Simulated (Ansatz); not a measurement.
`CB[TeH]` + CH₃SH → `CSB[TeH]` + CH₄ at 400 K and 1 bar (ligand exchange at a B–C bond).

Calculated with Ansatz (gas phase, PBE0-D4/def2-TZVP geometries, no zero-point term in ΔE). CCSD(T)/CBS adds triple-zeta CCSD(T) − MP2 to the extrapolated MP2 energy (def2 sets, frozen cores). This one scheme is used for every species. Elements past krypton have def2 core potentials. For Te outer-core shells are correlated without core-valence functions, which leaves a few kJ/mol of doubt a bond. Each species was taken in one conformer, which may not be the lowest.

```csv
species,CCSD(T)/CBS energy (Eh),H − E (kJ/mol),S (J/(mol·K))
`CB[TeH]`,-333.59211,171.5,335.1
CH₃SH,-438.22835,138.7,269.4
`CSB[TeH]`,-731.39177,185.1,386.4
CH₄,-40.46206,131.3,197.2
```

H − E and S are ideal-gas, rigid-rotor, harmonic terms from PBE0-D4/def2-TZVP, for one conformer and one mirror image of each species. 1 Eh = 2625.50 kJ/mol, R = 8.31446 J/(mol·K).

Q: By hand: ΔE, ΔH, ΔS and ΔG.

A: ΔE = (-731.39177) + (-40.46206) − (-333.59211) − (-438.22835) = -0.03337 Eh = -87.6 kJ/mol. Δ(H − E) = 185.1 + 131.3 − 171.5 − 138.7 = 6.2, so ΔH = -81.4 kJ/mol. ΔS = 386.4 + 197.2 − 335.1 − 269.4 = -20.9 J/(mol·K). ΔG = -81.4 − 400 × (-20.9)/1000 = -73.0 kJ/mol.

Q: By hand: the equilibrium constant, and the temperature at which ΔG would vanish if ΔH and ΔS stayed fixed.

A: log₁₀ K = −ΔG/(RT ln 10) = 9.5. ΔG = 0 at ΔH/ΔS = 3895 K, far beyond where these terms or the molecules hold.

ΔH outweighs TΔS. A doubt of 5 kJ/mol in ΔE shifts log₁₀ K by 0.7 here. Other conformers and mirror images would add mixing entropy, several J/(mol·K) or more a flexible species. Modes under 60 cm⁻¹, often nearly free rotors, make the harmonic entropy too high. These are equilibria of isolated gas molecules and say nothing of rates. Largest T1 diagnostic: 0.013 (customary marks: 0.02 for closed shells, 0.045 for open ones).
